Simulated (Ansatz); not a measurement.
Cartesian coordinates (Å):
```xyz
6

Ta     0.0160     0.0173    -0.0111
Cl     0.1152     1.3302    -1.9479
Cl     1.9951    -1.0404    -0.4929
Cl     0.1647     1.8451     1.3689
F     -0.2394    -1.1143     1.4911
F     -1.6312    -0.6368    -0.6167
```
Charge 0, spin multiplicity 1.

Computed with frozen-core CCSD(T)/def2-TZVPP // PBE-D3(BJ)/def2-SVP run with Ansatz (a first-principles code).

```json
{
  "HF energy": "-1634.22293 Ha",
  "MP2 correlation energy": "-1.47363 Ha"
}
```

Estimate the CCSD correlation energy, the (T) correction, the total energy and the T1 diagnostic.


| Item | Value |
|---|---|
| CCSD correlation energy | -1.48974 Ha |
| (T) correction | -0.06878 Ha |
| CCSD(T) total energy | -1635.78145 Ha |
| T1 diagnostic | 0.019 |
